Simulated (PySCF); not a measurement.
## Heteronuclear NMR

Geometry (Å), atoms numbered from 1 in this order:
```xyz
11

F    -1.496   -1.402   -1.837
C    -0.736   -0.764   -0.956
C    -1.209    0.408   -0.392
C    -0.375    1.032    0.519
C     0.857    0.474    0.824
C     1.192   -0.706    0.178
Cl    2.715   -1.444    0.518
N     0.419   -1.318   -0.695
H    -2.179    0.800   -0.664
H    -0.685    1.954    0.997
H     1.536    0.929    1.530
```

How the numbers were obtained: coordinates at the PBE0-D3(BJ)/def2-TZVP level, shielding tensors at B97-2/pcSseg-2 (GIAO), in PySCF 2.14 (non-relativistic, no solvent, one computed conformer).

(1) Where does ¹⁹F resonate?

(2) What are the ¹⁵N shifts?

Results:

(1) 
```json
{"atoms": "F1", "environment": "aryl fluorine", "σ (ppm)": "240.7", "δ (ppm)": "-65.2"}
```

Shieldings were converted by a linear fit to measured shifts: ¹⁹F (scatter 4.2 ppm rms, 5.7 ppm with the 8 outliers that the fit left out vs CFCl3, solution or neat liquid, with a term for F on sp3 carbon). A few per cent of atoms miss by over 2 rms, more outside the fitted compound classes.

On a 500 MHz spectrometer ¹⁹F resonates near 470.5 MHz, so 1 ppm is 470.5 Hz.

(2) 
| atoms | environment | σ (ppm) | δ (ppm) |
| --- | --- | --- | --- |
| N8 | pyridine-type ring nitrogen | -40.8 | -112.1 |

Shieldings were converted by a linear fit to measured shifts: ¹⁵N (scatter 6.4 ppm rms vs CH3NO2, solution or neat liquid). A few per cent of atoms miss by over 2 rms, more outside the fitted compound classes.

On a 600 MHz spectrometer ¹⁵N resonates near 60.8 MHz, so 1 ppm is 60.8 Hz.
